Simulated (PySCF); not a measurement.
Radiative rates from a computed spectrum

CH₉FSi₃.
SMILES with atom numbers: `[CH3:1][Si@H:2]([SiH3:3])[SiH2:4][F:5]` (hydrogens: H6, H7, H8 on C1; H9 on Si2; H10, H11, H12 on Si3; H13, H14 on Si4)

Computed with TDDFT CAM-B3LYP/def2-SVPD, vertical, gas phase, core orbitals frozen in the response in PySCF 2.14.0, density-fitted response routines. Isolated species at its GFN2-xTB geometry (one conformer only). Torsions of this conformer, `[CH3:1][Si@H:2]([SiH3:3])[SiH2:4][F:5]`: C1–Si2–Si4–F5 162°.

Computed singlets with f of 0.002 or more:

```tsv
state	λ (nm)	f
S1	203.1	0.119
S2	183.5	0.029
S3	178.3	0.058
S4	170.6	0.016
S5	166.1	0.018
S6	163.3	0.050
S7	158.9	0.061
S8	158.4	0.029
```

Q: Turn these into Einstein A coefficients, radiative lifetimes, transition dipoles and integrated cross-sections.

A: For one non-degenerate pair of states in vacuum, A = 0.6670 f ν̃² s⁻¹ with ν̃ in cm⁻¹, τ = 1/A, |μ|² = 3f / (2ΔE) in atomic units, and the integrated cross-section is ∫σ dE = 109.76 f Mb·eV.

| state | A (s⁻¹) | τ | \|μ\| (D) | ∫σ dE (Mb·eV) |
| --- | --- | --- | --- | --- |
| S1 | 1.9×10⁸ | 5.2 ns | 2.27 | 13 |
| S2 | 5.8×10⁷ | 17 ns | 1.06 | 3.2 |
| S3 | 1.2×10⁸ | 8.2 ns | 1.48 | 6.4 |
| S4 | 3.7×10⁷ | 27 ns | 0.76 | 1.8 |
| S5 | 4.4×10⁷ | 23 ns | 0.80 | 2 |
| S6 | 1.2×10⁸ | 8.1 ns | 1.31 | 5.5 |
| S7 | 1.6×10⁸ | 6.2 ns | 1.44 | 6.7 |
| S8 | 7.6×10⁷ | 13 ns | 0.98 | 3.1 |

The rates are for emission to S0 at the absorption energy, with no other channel.

Q: By what factor does the largest A in the list exceed the smallest?

A: S1 has 5.2 times the rate of S4.

Q: How much energy does a mole of photons resonant with S1 carry?

A: 6.105 eV × 96.485 = 589 kJ/mol (141 kcal/mol).

Q: What is the integrated cross-section of all computed states together?

A: Σf = 0.380 over S1 to S8, so 109.76 × Σf ≈ 41.7 Mb·eV.

The run took 64 s (with the writing of density and orbital grids) on one thread of an Arm Neoverse N1, on a shared host, and the process peaked at 0.85 GiB of memory.
